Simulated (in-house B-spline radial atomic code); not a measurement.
Relativistic effects in Te⁺, [Kr] 4d10 5s2 5p3: non-relativistic Hartree-Fock (point nucleus) against Dirac-Hartree-Fock (Fermi nucleus of rms radius 4.7423 fm), both averages of the configuration, computed with an all-electron radial atomic-structure program (B-spline basis).

```
orbital  ε NR (Eh)  ε Dirac (Eh)  <r> NR (bohr)  <r> Dirac (bohr)  change of <r> (%)
  1s1/2    -1131.3       -1176.3        0.02924           0.02781               -4.9
  2s1/2    -173.09        -184.2         0.1258            0.1193               -5.2
  2p1/2    -162.07        -172.1         0.1074            0.1009               -6.1
  2p3/2    -162.07       -161.97         0.1074            0.1065               -0.9
  3s1/2     -36.09       -38.458         0.3339            0.3202               -4.1
  3p1/2    -31.418       -33.442          0.325            0.3112               -4.2
  3p3/2    -31.418       -31.502          0.325            0.3223               -0.8
  3d3/2    -22.847       -22.761          0.296            0.2937               -0.8
  3d5/2    -22.847       -22.361          0.296            0.2973               +0.4
  4s1/2    -6.9804       -7.4464         0.7943            0.7662               -3.5
  4p1/2    -5.2847             ?         0.8351                 ?                  ?
  4p3/2    -5.2847       -5.2686         0.8351            0.8314               -0.4
  4d3/2    -2.3704       -2.3221         0.9598            0.9596                0.0
  4d5/2    -2.3704             ?         0.9598                 ?                  ?
  5s1/2    -0.9883       -1.0404          2.157             2.077               -3.7
  5p1/2   -0.64525      -0.67047          2.526             2.441               -3.4
  5p3/2   -0.64525      -0.63547          2.526              2.53               +0.2
```

Q: What happens to 4p1/2?

A: Its energy goes to -5.6402 hartree and <r> to 0.8049 bohr (-3.62 %).

Q: What happens to 4d5/2?

A: Its energy goes to -2.2642 hartree and <r> to 0.9717 bohr (+1.24 %).

Q: What explains the pattern of contraction and expansion?

A: Expansion is seen in 3d5/2, 4d5/2, 5p3/2. The s and p1/2 orbitals contract directly, screen the nucleus better, and so push out orbitals that have little density near the nucleus; spin-orbit coupling adds to this for j = l + 1/2 and opposes it for j = l - 1/2.

Q: By how much does the total energy change?

A: By -181.94 hartree, from -6611.433 to -6793.375.
